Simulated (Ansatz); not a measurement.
`[CH3][V](=[O])([OH])[F]` + HCl → `[CH3][V](=[O])([F])[Cl]` + H₂O at 400 K and 1 bar (ligand exchange at a V–O bond).

Program: Ansatz. Geometries: PBE0-D4/def2-TZVP. ΔE: electronic, gas phase. CCSD(T)/CBS is the MP2 limit (def2-TZVPP, def2-QZVPP) plus CCSD(T) − MP2 in def2-TZVPP, frozen cores. This one scheme is used for every species. For V outer-core shells are correlated without core-valence functions, which leaves a few kJ/mol of doubt a bond. Scalar relativity is left out up to krypton. One conformer a species, not always the lowest.

| species | CCSD(T)/CBS energy (Eh) | H − E (kJ/mol) | S (J/(mol·K)) |
| --- | --- | --- | --- |
| `[CH3][V](=[O])([OH])[F]` | -1234.17043 | 177.5 | 379.3 |
| HCl | -460.38127 | 29.6 | 195.4 |
| `[CH3][V](=[O])([F])[Cl]` | -1618.18468 | 144.6 | 382.4 |
| H₂O | -76.37941 | 69.8 | 198.6 |

H − E and S are ideal-gas, rigid-rotor, harmonic terms from PBE0-D4/def2-TZVP, for one conformer and one mirror image of each species. 1 Eh = 2625.50 kJ/mol, R = 8.31446 J/(mol·K).

Question: By hand: ΔE, ΔH, ΔS and ΔG.

Answer: ΔE = (-1618.18468) + (-76.37941) − (-1234.17043) − (-460.38127) = -0.01239 Eh = -32.5 kJ/mol. Δ(H − E) = 144.6 + 69.8 − 177.5 − 29.6 = 7.3, so ΔH = -25.2 kJ/mol. ΔS = 382.4 + 198.6 − 379.3 − 195.4 = 6.3 J/(mol·K). ΔG = -25.2 − 400 × (6.3)/1000 = -27.7 kJ/mol.

Question: By hand: the equilibrium constant, and the temperature at which ΔG would vanish if ΔH and ΔS stayed fixed.

Answer: log₁₀ K = −ΔG/(RT ln 10) = 3.6. ΔH and −TΔS have one sign here, so there is no such temperature.

The number of gas molecules stays the same, so ΔS is small and ΔH decides. A doubt of 5 kJ/mol in ΔE shifts log₁₀ K by 0.7 here. Other conformers and mirror images would add mixing entropy, several J/(mol·K) or more a flexible species. These are equilibria of isolated gas molecules and say nothing of rates. Largest T1 diagnostic: 0.031 (customary marks: 0.02 for closed shells, 0.045 for open ones).

ΔS is within the doubt of such terms, so its sign, and with it that verdict, could turn.
